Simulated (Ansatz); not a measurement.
Molecule: BBr, charge 1, multiplicity 2. 
Coordinates optimised at B3LYP-D3(BJ)/def2-TZVP (Ansatz, a first-principles code):
SMILES: [B][Br+]
```xyz
2

B      0.0000     0.0000    -1.5355
Br     0.0000     0.0000     0.2194
```
Charge +1, spin multiplicity 2.

Basis-set convergence of Hartree-Fock and CCSD(T) correlation energies (hartree) with Ansatz. Correlated levels leave the core frozen unless marked. UHF or UKS for open shells. Spin-orbit coupling is left out. Frozen are the shells of the preceding noble gas and the d and f shells that filled before the atom's block. No relativistic terms.

```json
[
 {"basis": "def2-SVP", "functions": "46", "E(HF)": "-2596.38403", "E(corr, CCSD(T))": "-0.18456"},
 {"basis": "def2-TZVPP", "functions": "79", "E(HF)": "-2596.72831", "E(corr, CCSD(T))": "-0.23427"},
 {"basis": "def2-QZVPP", "functions": "146", "E(HF)": "-2596.77859", "E(corr, CCSD(T))": "-0.25284"}
]
```

Extrapolating the two largest sets (X = 3 and 4) as X^-3: E(corr) = (64·(-0.25284) - 27·(-0.23427))/37 = -0.2664 Eh, an estimate of the basis-set limit. The largest set recovers 94.9 % of it, the smallest 69.3 %.
